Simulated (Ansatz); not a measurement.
Ansatz results at the PBE0-D4/def2-TZVP geometry: size of the dipole moment (B3LYP/def2-TZVPP) 1.31 D; HOMO–LUMO gap (ωB97M-V/def2-TZVPP) 9.20 eV; LUMO energy (PBE0/def2-TZVPP) -2.74 eV.

Each molecule was computed in one conformer, which needn't be the lowest.

(1) Which molecule gave them?
A. `CNC(N)=S`
B. `C=C1C=C1OC`
C. `B[SiH](F)CC=N`
D. `OC[SiH2]O[SiH3]`

Answers

(1) C. The others give `CNC(N)=S`: 5.60, 9.98, 0.23; `OC[SiH2]O[SiH3]`: 2.29, 12.22, 0.08; `C=C1C=C1OC`: 1.98, 10.10, 0.27.

B3LYP here is the variant with VWN-RPA as its local correlation; programs differ in this.
